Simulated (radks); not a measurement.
Spherical jellium clusters: N electrons in a uniform positive sphere of charge N and radius rs N^(1/3), rs = 2.33 bohr. Method: non-relativistic Kohn-Sham, PBE, spin-polarised, spherical densities; computed with a radial shooting solver with Libxc functionals. Levels are named by radial order and angular momentum (1s, 1p, 1d, 2s, ...), and open shells are averaged over m. Each electron was tried in the lowest free levels, single moves between levels near the top were tried too, and the lowest total energy was kept; such a search can miss a lower state. Energies include the self-energy of the background; IP and EA are vertical (highest electron removed, lowest free level filled), at fixed background; spill-out counts the electrons outside the background radius R, and alpha is the static dipole polarisability from linear response (closed shells only). A dash means not computed or, for alpha, an open shell; in EA it means that no bound solution was reached, which is typical of self-interaction and does not show that the anion is unstable. Real open-shell clusters deform, which this model forbids.

\begin{tabular}{lrrrrrrrr}
N & open shells & 2S & E/N (eV) & E(N+1) + E(N-1) - 2E(N) (eV) & IP (eV) & EA (eV) & -e(HOMO) (eV) & spill-out (e) \\ \hline
1 & 1s(up 1, down 0) & 1 & -0.419 & - & - & - & 4.195 & 0.56 \\
2 & none & 0 & -1.121 & 2.406 & 7.747 & - & 4.800 & 0.80 \\
3 & 1p(up 1, down 0) & 1 & -0.553 & -1.074 & 4.706 & - & 2.432 & 1.22 \\
4 & 1p(up 2, down 0) & 2 & -0.537 & -0.948 & 5.909 & - & 3.433 & 1.50 \\
5 & 1p(up 3, down 0) & 3 & -0.717 & 0.594 & 6.634 & - & 4.122 & 1.69 \\
6 & 1p(up 3, down 1) & 2 & -0.738 & -0.908 & 5.789 & - & 3.611 & 1.88 \\
7 & 1p(up 3, down 2) & 1 & -0.883 & -0.647 & 6.558 & 2.160 & 4.283 & 2.03 \\
8 & none & 0 & -1.072 & 2.972 & 7.044 & - & 4.757 & 2.16 \\
9 & 1d(up 1, down 0) & 1 & -0.890 & -0.521 & 3.921 & - & 2.000 & 2.43 \\
10 & 1d(up 2, down 0) & 2 & -0.795 & -0.486 & 4.524 & - & 2.569 & 2.65 \\
11 & 1d(up 3, down 0) & 3 & -0.763 & -0.439 & 4.997 & - & 3.028 & 2.83 \\
12 & 1d(up 4, down 0) & 4 & -0.772 & -0.392 & 5.379 & - & 3.410 & 2.99 \\
13 & 1d(up 5, down 0) & 5 & -0.810 & 0.397 & 5.697 & - & 3.733 & 3.12 \\
14 & 1d(up 5, down 0) 2s(up 1, down 0) & 6 & -0.814 & 0.085 & 5.219 & - & 3.468 & 3.43 \\
15 & 1d(up 5, down 1) 2s(up 1, down 0) & 5 & -0.811 & -0.517 & 5.250 & - & 3.437 & 3.55 \\
16 & 1d(up 5, down 3) & 2 & -0.842 & -0.425 & 5.643 & 2.033 & 3.798 & 3.51 \\
17 & 1d(up 5, down 4) & 1 & -0.894 & -0.292 & 5.916 & 2.309 & 4.075 & 3.62 \\
18 & none & 0 & -0.956 & 0.178 & 6.146 & 2.228 & 4.314 & 3.72 \\
19 & 2s(up 1, down 0) & 1 & -1.002 & 0.363 & 5.908 & 2.012 & 4.172 & 3.93 \\
20 & none & 0 & -1.026 & 1.771 & 5.573 & - & 3.946 & 4.19 \\
21 & 1f(up 1, down 0) & 1 & -0.963 & -0.289 & 3.871 & - & 2.215 & 4.34 \\
22 & 1f(up 2, down 0) & 2 & -0.919 & -0.270 & 4.155 & - & 2.501 & 4.48 \\
23 & 1f(up 3, down 0) & 3 & -0.890 & -0.252 & 4.405 & - & 2.755 & 4.61 \\
24 & 1f(up 4, down 0) & 4 & -0.875 & -0.235 & 4.629 & - & 2.983 & 4.72 \\
25 & 1f(up 5, down 0) & 5 & -0.870 & -0.219 & 4.829 & 1.604 & 3.189 & 4.83 \\
26 & 1f(up 6, down 0) & 6 & -0.873 & -0.205 & 5.011 & 1.795 & 3.377 & 4.93 \\
27 & 1f(up 7, down 0) & 7 & -0.885 & 0.613 & 5.176 & - & 3.549 & 5.02 \\
28 & 1f(up 7, down 1) & 6 & -0.873 & -0.238 & 4.522 & - & 2.953 & 5.12 \\
29 & 1f(up 7, down 2) & 5 & -0.870 & -0.218 & 4.735 & 1.646 & 3.168 & 5.22 \\
30 & 1f(up 7, down 3) & 4 & -0.875 & -0.201 & 4.925 & 1.842 & 3.363 & 5.31 \\
31 & 1f(up 7, down 4) & 3 & -0.886 & -0.186 & 5.097 & 2.022 & 3.539 & 5.39 \\
32 & 1f(up 7, down 5) & 2 & -0.902 & -0.173 & 5.253 & 2.187 & 3.701 & 5.48 \\
33 & 1f(up 7, down 6) & 1 & -0.923 & -0.161 & 5.395 & 2.341 & 3.849 & 5.56 \\
34 & none & 0 & -0.947 & 0.548 & 5.526 & 1.888 & 3.987 & 5.63 \\
35 & 2p(up 1, down 0) & 1 & -0.954 & -0.117 & 4.948 & 2.086 & 3.496 & 5.85 \\
36 & 2p(up 2, down 0) & 2 & -0.964 & -0.097 & 5.116 & 2.256 & 3.664 & 6.06 \\
37 & 2p(up 3, down 0) & 3 & -0.975 & 0.450 & 5.257 & 1.906 & 3.809 & 6.27 \\
38 & 2p(up 3, down 1) & 2 & -0.975 & - & 4.846 & 2.117 & 3.462 & 6.51 \\
\end{tabular}

All shells are closed at N = 2, 8, 18, 20, 34 (there: 1s2 1p6 1d10 2s2 1f14); the second difference of the energy has clear peaks (12 % above both neighbours; the first and last values, which can be the largest, are not judged, and half-filled shells can peak too) at N = 5, 8, 13, 20, 27, 34.
